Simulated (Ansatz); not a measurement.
Two structures of GeNH$_{6}$Br, closed shell, reached by relaxing down either side of one saddle point (PBE0-D4/def2-TZVP). Energies are electronic, without zero-point energy. Ansatz 0.2.0; basis: def2-TZVPP and def2-QZVPP; cores frozen in the correlated methods. Filled d shells of the heavier atoms are correlated. The def2 sets are not built for correlating such inner shells, so the correlated values are less sure here. Extrapolation: Hartree–Fock as exp(−7.88 √X), correlation as X^−2.97. First:

```
9
angstrom
Ge -0.3965 0.3612 -1.4657
Br 1.6578 1.3103 -0.9468
H -0.2613 -1.1574 -1.3749
H -1.4489 0.9505 -0.5287
H -0.6573 0.7974 -2.9183
H 1.0108 -1.0567 1.4752
N 0.1421 -0.5432 1.5630
H -0.4267 -1.0251 2.2485
H 0.3801 0.3630 1.9478
```

Second:

| atom | x (Å) | y (Å) | z (Å) |
| --- | --- | --- | --- |
| Ge1 | -0.7789 | 0.0091 | -0.7829 |
| Br2 | 2.6915 | 0.0501 | -0.4868 |
| H3 | -0.3193 | -1.2606 | -1.4805 |
| H4 | -2.2757 | -0.0249 | -0.4270 |
| H5 | -0.3619 | 1.3291 | -1.4104 |
| H6 | 1.1732 | -0.0004 | 0.6295 |
| N7 | 0.0892 | -0.0231 | 0.9485 |
| H8 | -0.0982 | -0.8649 | 1.4843 |
| H9 | -0.1199 | 0.7857 | 1.5255 |

Problem. Which bonds change from the first to the second?

Solution. GeH₃Br ([GeH3][Br]) + NH₃ → GeNH₅ ([NH2][GeH3]) + HBr (still joined by a long H–N bond); bonds formed: Ge1–N7, Br2–H6; bonds broken: Ge1–Br2; bonds weakened to dative contacts: H6–N7.

Problem. Give the saddle point's structure and its height above each. (An estimate is asked for; the value comes from the calculation.)

Solution. Computed: 75.7 kJ/mol above the first and 17.8 kJ/mol above the second (CCSD(T) at an estimated basis limit (MP2 extrapolated from triple and quadruple zeta, plus CCSD(T) − MP2 in triple zeta)).
| atom | x (Å) | y (Å) | z (Å) |
| --- | --- | --- | --- |
| Ge1 | -0.4190 | 0.0790 | -0.9091 |
| Br2 | 2.1556 | 0.5853 | -0.8522 |
| H3 | -0.2144 | -1.3005 | -1.5359 |
| H4 | -1.8816 | 0.0614 | -0.3235 |
| H5 | -0.4877 | 1.3025 | -1.8370 |
| H6 | 1.0259 | -0.6375 | 1.1317 |
| N7 | 0.1219 | -0.1698 | 1.1255 |
| H8 | -0.5751 | -0.6698 | 1.6710 |
| H9 | 0.2745 | 0.7495 | 1.5296 |

The T1 diagnostic stays at or below 0.010.

The step is the kind of exchange with an N–H group that builds nitride films in atomic layer and chemical vapour deposition.

Labels in which every atom is bracketed show which atoms are joined, not bond orders.

For scale, one of the runs: CCSD(T)/def2-TZVPP, 211 basis functions, launched by `ansatz run in.yaml --threads 4 --pin off --events-out ev --progress --plain --max-ram 9574MiB`. Time: 2.6 min of wall clock on 4 CPU threads of an Arm Neoverse V1; the host was shared. Peak host memory: 3 GiB.
